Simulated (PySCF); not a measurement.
## Where the electron goes

Species: C2H3F3Se.
Structure used (PBE0-D3(BJ)/def2-SVP), in Å, numbered top down from 1:
```xyz
9
C2H3F3Se angstrom
F     -0.715    1.351   -0.726
C     -0.911    0.250    0.006
F     -1.263    0.634    1.230
F     -1.950   -0.403   -0.527
C      0.307   -0.640    0.010
Se     1.916    0.186    0.726
H      0.482   -1.001   -1.011
H      0.096   -1.508    0.650
H      2.051    1.139   -0.386
```

Theory: TDDFT PBE0/def2-SVPD, vertical, gas phase, core orbitals frozen in the response in PySCF. The PBE0/def2-SVPD calculation is non-relativistic and has no spin–orbit coupling, an omission that weighs most on selenium.

Frontier orbitals with the atoms that hold most of them (Löwdin shares over 4%, at most four atoms; ? is withheld):

| orbital | ε (eV) | atoms |
| --- | --- | --- |
| LUMO+2 | 0.93 | Se6 48%, H8 12%, C5 11%, H9 8% |
| LUMO+1 | -0.03 | Se6 59%, H9 18%, C5 12% |
| LUMO | -0.50 | Se6 61%, C5 14%, H9 12% |
| HOMO | ? | ? |
| HOMO-1 | -9.90 | ? |
| HOMO-2 | -11.26 | Se6 32%, C5 28%, H9 17%, H8 10% |
| HOMO-3 | -11.51 | F3 24%, C5 24%, F1 22%, C2 12% |

Question: Give the leading atoms of the HOMO.

Answer: Se6 (bonded to C and H) 78%; C5 (bonded to C, Se and 2 H) 10%; H9 (bonded to Se) 6%.

Question: Give the leading atoms of the HOMO-1.

Answer: Se6 (bonded to C and H) 62%; C5 (bonded to C, Se and 2 H) 17%; H9 (bonded to Se) 10%; F4 (bonded to C) 5%.

Question: What is the HOMO energy, and the HOMO–LUMO gap?

Answer: ε(HOMO) = -7.15 eV; the gap is 6.65 eV (0.2444 hartree).

Question: The HOMO–LUMO gap is 6.65 eV. Where does the response calculation put the lowest singlet, and from which orbitals?

Answer: S1 is at 5.00 eV (f = 0.0007), 1.66 eV below the gap, made of HOMO→LUMO (97%). 

Question: One configuration dominates each of S1 and S2. Which, and how do the shares of the two leading atoms of either orbital change from the occupied to the empty one?

Answer: 
- S1 (5.00 eV, f 0.0007), HOMO→LUMO (97%): Se6 78% → 61%, C5 10% → 14%
- S2 (5.76 eV, f 0.033), HOMO→LUMO+1 (99%): Se6 78% → 59%, C5 10% → 12%, H9 6% → 18%

One conformer stands for the species.
